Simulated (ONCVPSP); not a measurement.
## What the settings do to the ONCV potential of As

Base potential:

ONCVPSP 4.0.1 input, shortened (lines: element, Z, core and valence counts, functional; n l f; lmax; l rc ep ncon nbas qcut; lloc lpopt rc5 dvloc0; l nproj debl; icmod fcfact rcfact), BLYP, scalar-relativistic:

```
  As 33.00    5    3  -106131      upf
    1    0    2.00
    2    0    2.00
    2    1    6.00
    3    0    2.00
    3    1    6.00
    3    2   10.00
    4    0    2.00
    4    1    3.00
    2
    0    1.60    0.00    5    9    4.00
    1    1.60    0.00    4    7    4.80
    2    0.65    0.00    5   10   19.10
    4    5    0.45    0.00
    0    2    1.60
    1    2    2.10
    2    3    3.20
    3    5.25    1.55
```

Cutoffs, loose and tight: the cutoffs (Ha) at which the residual kinetic energy of the hardest occupied pseudo-wave falls to 1 and 0.1 mHa per electron. They do not see the model core or the augmentation charge, which bear on the density cutoff. Test errors are all-electron minus pseudo excitation energies from the reference, over the configurations 3d10 4s2 4p2; 3d10 4s2 4p1; 3d10 4s2 4p0; 3d10 4s1 4p0. A dash means not determined; rows that change the core or the reference have their own tests.

A true bound ghost makes a file unfit for plane-wave use even where its test errors are small: the radial tests pick states by their node count and pass the ghost by.

| change | outcome | cutoff, loose | cutoff, tight | bound ghosts | GHOST(+) flags above zero | largest test error (meV) |
| --- | --- | --- | --- | --- | --- | --- |
| base | generated | 260 Ha | 830 Ha | s, p, d | s | -54 |
| all radii but the core radius scaled by about 0.81 (s 1.30, p 1.30, d 0.52 bohr); local potential polynomial inside 0.36 bohr (lpopt 5, dvloc0 0 Ha) | generated | 1275 Ha | 1442 Ha | s, p, d | s, p | -55 |
| all radii but the core radius scaled by about 0.90 (s 1.44, p 1.44, d 0.58 bohr); local potential polynomial inside 0.40 bohr (lpopt 5, dvloc0 0 Ha) | generated | 898 Ha | 1112 Ha | s, p, d | s, p, d | 4 of 4 tests not solved or not reliable |
| all radii but the core radius scaled by about 1.06 (s 1.70, p 1.70, d 0.68 bohr); local potential polynomial inside 0.48 bohr (lpopt 5, dvloc0 0 Ha) | generated | 186 Ha | 726 Ha | s, p, d | d | -52 |
| all radii but the core radius scaled by about 1.15 (s 1.84, p 1.84, d 0.74 bohr); local potential polynomial inside 0.52 bohr (lpopt 5, dvloc0 0 Ha) | generated | 168 Ha | 315 Ha | s, p | none | -51 |
| all radii but the core radius scaled by about 1.24 (s 1.98, p 1.98, d 0.80 bohr); local potential polynomial inside 0.56 bohr (lpopt 5, dvloc0 0 Ha) | generated | 158 Ha | 176 Ha | s, p | none | -63 |
| all radii but the core radius scaled by about 1.31 (s 2.10, p 2.10, d 0.86 bohr); local potential polynomial inside 0.60 bohr (lpopt 5, dvloc0 0 Ha) | generated | 150 Ha | 166 Ha | s, p | none | -75 |

Reading the sweep of the scale of all radii but the core radius (base = 1) (base included, trends over the rows without a ghost): Bound ghosts are found at 0.81, 0.9, 1, 1.06, 1.15, 1.24, 1.31. Every judged row has one, so this setting neither creates nor removes them.
